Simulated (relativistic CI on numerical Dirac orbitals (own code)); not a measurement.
Rb XXVII: sensitivity of the levels to the model

Base calculation: Dirac-Coulomb-Breit CI, separate exchange-only KLI orbitals for each configuration, QED by a radiative potential, unscaled Slater integrals.

CI space (outside the closed core [Ne]): 3s, 3p, 3d, 4s, 4p, 4d, 4f, 5s, 5p, 5d, 5f, 5g, 6s, 6p, 6d. Levels of other configurations are missing.

Variants: (1) non-relativistic limit. Shifts of the energy above 3s 2S_1/2, in eV, for the lowest level and the first level of each name with at least 55 % of one term (blank where a level changes its place among those of its configuration and J or its character, or is not in the variant):

| Level | Base | Δ(1) |
| --- | --- | --- |
| 3s 2S_1/2 | 0.000 | 0.000 |
| 3p 2P°_1/2 | 58.733 | -2.476 |
| 3p 2P°_3/2 | 73.442 | -17.185 |
| 3d 2D_3/2 | 151.432 | -17.876 |
| 3d 2D_5/2 | 154.241 | -20.685 |
| 4s 2S_1/2 | 597.166 | -11.980 |
| 4p 2P°_1/2 | 621.123 | -12.888 |
| 4p 2P°_3/2 | 627.006 | -18.771 |
| 4d 2D_3/2 | 656.155 | -18.989 |
| 4d 2D_5/2 | 657.400 | -20.233 |
| 4f 2F°_5/2 | 671.806 | -19.929 |
| 4f 2F°_7/2 | 672.304 | -20.428 |
| 5s 2S_1/2 | 858.717 | -16.257 |
| 5p 2P°_1/2 | 870.696 | -16.674 |

At this charge energies of transitions that change n are usually good to better than 1 %, and those within a shell (Δn = 0) to a few per cent.

Ionisation energy from the two ground configurations alone: base 1293.76 eV. The NIST ASD value (semi-empirical) is 1294.57 eV.
